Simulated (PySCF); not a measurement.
A species of formula C6H7NO has this rotational fingerprint, computed with wB97X-D/def2-SVPD in PySCF (dipole) on a GFN2-xTB geometry, gas phase:

* Rotational constants: A = 2856, B = 2138, C = 1351 MHz
* Dipole components: |μa| = 2.76 D, |μb| = 1.34 D, |μc| = 0.00 D
* Inertial defect: -39.18 u·Å²
* κ: 0.05

Question: Which candidate fits, each taken in the one conformer that was computed?
A. `[CH3:1][O:2][C@@:3]1([C:4]#[N:5])[CH:6]=[CH:7][CH2:8]1` with C1–O2–C3–C4 -63°
B. `[CH:1]#[C:2][C:3]1([C:4]([NH2:5])=[O:6])[CH2:7][CH2:8]1` with C2–C3–C4–N5 0°, C3–C4–N5–H 180° and 0°
C. `[CH2:1]=[CH:2][CH2:3][c:4]1[cH:5][cH:6][o:7][n:8]1` with C1–C2–C3–C4 121°, C2–C3–C4–C5 -73°

Answer: B. It is C#CC1(C(N)=O)CC1, an asymmetric top, point group Cs. The candidates at the same level (rigid rotor, commonest isotopes):

| SMILES | A (MHz) | B (MHz) | C (MHz) | μa (D) | μb (D) | μc (D) | Δ (u·Å²) | point group | rotor |
| --- | --- | --- | --- | --- | --- | --- | --- | --- | --- |
| C=CCc1ccon1 | 5947 | 1244 | 1122 | 1.07 | 2.59 | 0.68 | -40.75 | C1 | near-prolate asymmetric top |
| C#CC1(C(N)=O)CC1 | 2856 | 2138 | 1351 | 2.76 | 1.34 | 0.00 | -39.18 | Cs | asymmetric top |
| CO[C@@]1(C#N)C=CC1 | 2722 | 2159 | 1528 | 1.99 | 2.82 | 0.74 | -88.96 | C1 | asymmetric top |

`CO[C@@]1(C#N)C=CC1` has C 13 % too high; `C=CCc1ccon1` has A 108 % too high. In the right answer the mirror of this Cs structure is the ab plane, so μc vanishes by symmetry (the 0.02 D computed is a residue). No structure here is proved a minimum.
